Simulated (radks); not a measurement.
Question: Sc, configuration [Ar] 3d1 4s1.75 4p0.25 (fractional occupations, a model configuration). Method: non-relativistic Kohn-Sham, BLYP, spin-unpolarised, spherical densities, point nucleus; computed with a radial shooting solver on a logarithmic mesh with Libxc functionals. Some entries of the table are withheld. Estimate them.

orbital  occ.  eigenvalue (Ry)  <r^2> (bohr^2)
1s          2        -321.4046        0.007270
2s          2        -34.52715          0.1418
2p          6        -28.52818          0.1176
3s          2              (1)           1.351
3p          6         -2.47686           1.619
4s       1.75         -0.30867           15.82
3d          1              (2)             (3)
4p       0.25         -0.10866             (4)

Answer: 
(1) 3s eigenvalue (Ry): -4.00199
(2) 3d eigenvalue (Ry): -0.26043
(3) 3d <r^2> (bohr^2): 4.559
(4) 4p <r^2> (bohr^2): 31.11
